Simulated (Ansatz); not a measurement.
Program: Ansatz. Geometries: PBE0-D4/def2-TZVP. ΔE: electronic, gas phase. CCSD(T)/CBS is the MP2 limit (def2-TZVPP, def2-QZVPP) plus CCSD(T) − MP2 in def2-TZVPP, frozen cores. Functionals use def2-TZVPP. B3LYP here is the variant with VWN-RPA as its local correlation; programs differ in this. Each species was taken in one conformer, which may not be the lowest.

Reaction (redistribution): `[AlH2][NH][SiH2][SiH3]` + `CN[SiH2]O` → `O[SiH2][NH][AlH2]` + `CN[SiH2][SiH3]`

(1) Is it downhill or uphill in electronic energy at CCSD(T)/CBS, and by how much? (An estimate is asked.)

(2) What do these levels give: r2SCAN-D4, PBE0-D4, B2PLYP, r2SCAN, PBE0, B3LYP, MP2/def2-TZVPP, SCS-MP2/def2-TZVPP, HF/def2-QZVPP, MP2/def2-QZVPP, SCS-MP2/def2-QZVPP, HF/CBS(def2)? (Estimate.)

Largest T1 diagnostic among the species: 0.013.

## Answers

(1) The calculation gave: Uphill: ΔE = +3.9 kJ/mol.

(2) Ansatz gave: r2SCAN-D4 2.9, PBE0-D4 4.0, B2PLYP 4.7, r2SCAN 3.0, PBE0 4.2, B3LYP 4.7, MP2/def2-TZVPP 4.5, SCS-MP2/def2-TZVPP 4.3, HF/def2-QZVPP 2.3, MP2/def2-QZVPP 4.1, SCS-MP2/def2-QZVPP 3.9, HF/CBS(def2) 2.3 kJ/mol.
